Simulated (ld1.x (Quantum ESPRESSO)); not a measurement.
# LDA (PZ) TM dataset for chlorine (Cl), non-relativistic all-electron reference.

ld1.x (Quantum ESPRESSO) 7.5 input, shortened:

```
&input
   title='Cl', zed=17., rel=0, dft='PZ', iswitch=3,
   config='[Ne] 3s2 3p5 3d-2'
 /
 &inputp
   pseudotype=2, tm=.true., lloc=1,
   nlcc=.false.
 /
3
3S  1  0   2.00   0.00  1.44  1.44  0.0
3D  3  2  -2.00   0.45  1.12  1.12  0.0
3P  2  1   5.00   0.00  1.28  1.28  0.0
 &test
   configts(1)='3s2 3p5'
 /
```

Poles of the logarithmic derivatives, all-electron (AE) and pseudo (PS). s: poles at 2.2 (AE) and 2.0 (PS) Ry. p: poles at 3.4 (AE) and 3.3 (PS) Ry. d: poles at 4.4 (AE) and 4.5 (PS) Ry. Test radius 1.60 bohr.

- Cutoffs needed: 50 Ry and 80 Ry (the cutoffs (Ry, on a coarse ladder) from which the occupation-weighted sum of valence levels, in a spherical-Bessel basis at the reference potential, stays within 10 and 1 mRy of its value at 400 Ry)
- Ghost test: no extra level below or beside the all-electron valence levels (s, d, p, f tested) (spherical-Bessel basis up to 400 Ry, 20 bohr box)
- Largest excitation error: +334 meV (all-electron minus pseudo) for 3s2 3p1, out of 7 test configurations
